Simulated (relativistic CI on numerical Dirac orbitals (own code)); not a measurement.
Calculated at this level of theory: Dirac-Coulomb-Breit CI, separate exchange-only KLI orbitals for each configuration, model QED, unscaled Slater integrals (own radial code, finite nucleus).

The strongest absorption lines from the ground level of an ion, among the configurations computed and to levels below about 185 eV (vacuum wavelength in Å, gf): 67.658 (8.4), 67.891 (0.29), 68.359 (3.5), 68.379 (0.26), 69.481 (1.3), 70.532 (0.39), 87.774 (0.28), 91.099 (0.29).

Which ion is it?
A. Tb²⁸⁺
B. Tb²⁶⁺
C. Ho²⁸⁺
D. Eu²⁴⁺

B. Tb²⁶⁺ has 39 electrons and the ground level 4s2 4p6 4d3 4F_3/2; the strongest line goes to 4s2 4p6 4d2 4f 4G°_5/2. The pattern of lines fixes the number of electrons, and along that sequence the line energies rise steadily with the charge (about as its square where n changes within one kind of shell, about linearly where n is kept but much faster in heavy ions where fine structure, which grows about as Z⁴, sets the gap, and irregularly where shells cross), which fixes Z. Configurations outside the model, such as inner-shell arrays, can give stronger lines. At this charge energies of transitions that change n are usually good to better than 1 %, and those within a shell (Δn = 0) to a few per cent. Terms inside the open d or f shell come out 10 to 20 % too wide with unscaled integrals.

LS names give the leading component of a level, which can be under half, so a name can repeat, a term be missing and a line seem to break the LS rules.
